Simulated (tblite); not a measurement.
Species: C₅H₁₁N₂Si (doublet state).
Z-matrix (Å and degrees, GFN2-xTB geometry), rows numbered from 1:
```
C 
C   1  1.3198
C   2  1.5011  1  124.70
C   3  1.5532  2  108.57  1  -117.83
N   4  1.3913  3  112.55  2   -97.63
Si  5  1.7109  4  111.40  3    -9.99
C   6  1.8942  5  117.14  4  -119.82
N   3  1.4377  2  112.44  1   126.66
H   1  1.0768  2  122.02  3  -179.76
H   1  1.0780  2  121.72  3     0.25
H   2  1.0816  1  121.61  3   179.64
H   3  1.0982  2  109.53  1     3.74
H   4  1.0989  3  111.63  2    26.20
H   4  1.0999  3  109.13  2   142.36
H   6  1.4740  5  109.40  4   115.24
H   7  1.0826  6  109.31  5   -57.88
H   7  1.0841  6  112.34  5    62.46
H   7  1.0836  6  110.36  5  -176.35
H   8  1.0055  3  114.60  2   -60.81
```

Calculated harmonic vibrations of the isolated species, GFN2-xTB (tblite), most abundant isotopes, no scaling. Errors from tens to a few hundred cm⁻¹ against measured bands are possible. Modes of hydrogen on silicon can be 10 to 20 % off. One conformer, not necessarily the lowest. Open shells enter through the occupations alone, without spin polarisation, and single modes of such species can be off by tens of per cent.

Harmonic wavenumbers (cm⁻¹): 60.2, 70.9, 81.8, 106.2, 151.8, 229.5, 308.1, 331.8, 354.9, 439.3, 477.6, 537.0, 654.1, 687.8, 719.6, 732.6, 781.4, 799.4, 819.7, 844.5, 886.8, 892.6, 915.3, 952.8, 1021.8, 1050.1, 1096.6, 1147.6, 1161.3, 1189.8, 1241.5, 1254.9, 1284.7, 1293.5, 1350.7, 1392.8, 1411.4, 1482.9, 1492.9, 1702.5, 2152.8, 2822.7, 2876.5, 2880.6, 3055.5, 3062.5, 3067.6, 3078.7, 3096.4, 3122.4, 3490.3.

A = 4155, B = 1049, C = 948.5 MHz; mass 127.069 u (most abundant isotopes); point group C1, symmetry number 1; spin multiplicity 2.

Task: What is the zero-point energy?

Result: ½Σν̃ = 33058 cm⁻¹ = 94.52 kcal/mol.

Task: Entropy at 200 K, 1 bar (ideal gas, RRHO, classical rotation)?

Result: Translation 38.47, rotation 27.55, vibration 19.28, spin (R ln 2) 1.38: S = 86.7 cal/(mol K).

Task: And Cp and H(200 K) − H(0)?

Result: Cp = 28.25 cal/(mol K), of which vibrations give 20.30 (their classical limit is 51 R = 101.3); H(200 K) − H(0) = 3.67 kcal/mol without the zero-point energy, 2.08 from vibrations.

Task: How do the functions run with temperature in this model?

Result: 
```csv
T (K),S (cal/(mol K)),Cp (cal/(mol K)),H − H(0) (kcal/mol),G − H(0) (kcal/mol),ln q(vib)
100,70.8,18.8,1.33,-5.75,1.79
300,100.2,39.0,7.03,-23.01,7.06
500,124.8,57.8,16.82,-45.55,12.26
800,156.1,75.2,37.01,-87.84,19.79
1000,173.7,82.6,52.83,-120.85,24.46
```

q(vib) and H(0) count from the zero-point level.

Task: What must be added to the electronic energy to get the Gibbs energy at 200 K and 1 bar?

Result: ZPE + [H(200 K) − H(0)] − T·S = 94.52 + 3.67 − 17.34 = 80.85 kcal/mol.

Task: Which modes carry the vibrational entropy at 200 K?

Result: 60.2 cm⁻¹: 3.67; 70.9 cm⁻¹: 3.35; 81.8 cm⁻¹: 3.07; 106.2 cm⁻¹: 2.57; 151.8 cm⁻¹: 1.91; 229.5 cm⁻¹: 1.20 cal/(mol K); the other 45 give 3.51 together.

Task: Blend soft modes into free rotors: weight 1/[1 + (100 cm⁻¹/ν̃)⁴] for the oscillator and the rest for a rotor with moment μB/(μ + B), μ = h/(8π²ν), B = 10⁻⁴⁴ kg m². What vibrational entropy results?

Result: 17.91 cal/(mol K) in place of 19.28, which changes −T·S at 200 K by +0.27 kcal/mol.

Hindered rotation and anharmonicity are outside this model. Other conformers, if any are populated, would add a mixing term that is left out. The structure is chiral; the term R ln 2 for an equal mix with its mirror image is left out.
